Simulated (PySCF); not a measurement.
## GeH: energy against distance

Set-up: basis Ge def2-SVPD, H def2-SVPD; no relativity; PySCF 2.14. Energies in eV from Ge + H in their ground configurations at the same level. State: ²Π (doublet), unpaired electrons π ↑.

All columns are r²SCAN. A positive dipole means Ge(−)H(+).

| R (Å) | E (eV) | μ (D) | Mulliken charge on Ge (basis-dependent) | HOMO (eV) | LUMO (eV) | Mayer bond order | ⟨S²⟩ |
| --- | --- | --- | --- | --- | --- | --- | --- |
| 1.379 | -2.488 | 0.51 | -0.03 | -4.60 | -3.89 | 0.93 | 0.76 |
| 1.444 | -2.734 | 0.34 | -0.02 | -4.60 | -3.89 | 0.94 | 0.76 |
| 1.508 | -2.873 | 0.17 | 0.00 | -4.61 | -3.90 | 0.96 | 0.76 |
| 1.556 | -2.923 | 0.03 | 0.02 | -4.62 | -3.91 | 0.97 | 0.76 |
| 1.604 | -2.936 | -0.10 | 0.03 | -4.63 | -3.93 | 0.98 | 0.76 |
| 1.652 | -2.919 | -0.24 | 0.05 | -4.64 | -3.94 | 0.99 | 0.76 |
| 1.716 | -2.858 | -0.42 | 0.06 | -4.67 | -3.96 | 1.00 | 0.76 |
| 1.796 | -2.738 | -0.64 | 0.08 | -4.70 | -4.00 | 1.01 | 0.76 |
| 1.893 | -2.549 | -0.91 | 0.09 | -4.74 | -4.04 | 1.02 | 0.76 |
| 2.021 | -2.254 | -1.25 | 0.11 | -4.81 | -4.11 | 1.02 | 0.76 |

A fit through these points gives, at Re = 1.599 Å, μ = -0.09 D and dμ/dR = -2.80 D/Å; the reduced mass is 0.9943 u.

Q: How strong is the fundamental in the double-harmonic approximation, I = 42.26·(dμ/dR)²/μred km/mol?

A: I = 42.26·(-2.80)²/0.9943 = 333 km/mol at r²SCAN.

Spin–orbit coupling is left out. The state is the lowest determinant that a PBE0 search found; another state may lie lower at other levels.
